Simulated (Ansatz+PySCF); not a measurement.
Results of a calculation; reference values are marked as such.
## PySCF 2.14.0 run

```python
from pyscf import gto, scf

mol = gto.M(atom="""
C 0.000000 0.000000 0.000000
""", basis='aug-cc-pvdz', charge=-1, spin=3)
mf = scf.UHF(mol)
mf.init_guess = 'atom'
mf.kernel()
while True:  # follow internal instabilities
    mo, _, stable, _ = mf.stability(return_status=True)
    if stable: break
    mf.kernel(mf.make_rdm1(mo, mf.mo_occ))
print(mf.converged, mf.e_tot, mf.spin_square()[0])
```

The script is written out from the run's settings.

The run gave:

```yaml
Converged: yes
Total_energy: -37.70495 hartree
Spin_squared_of_the_determinant: 3.757
```
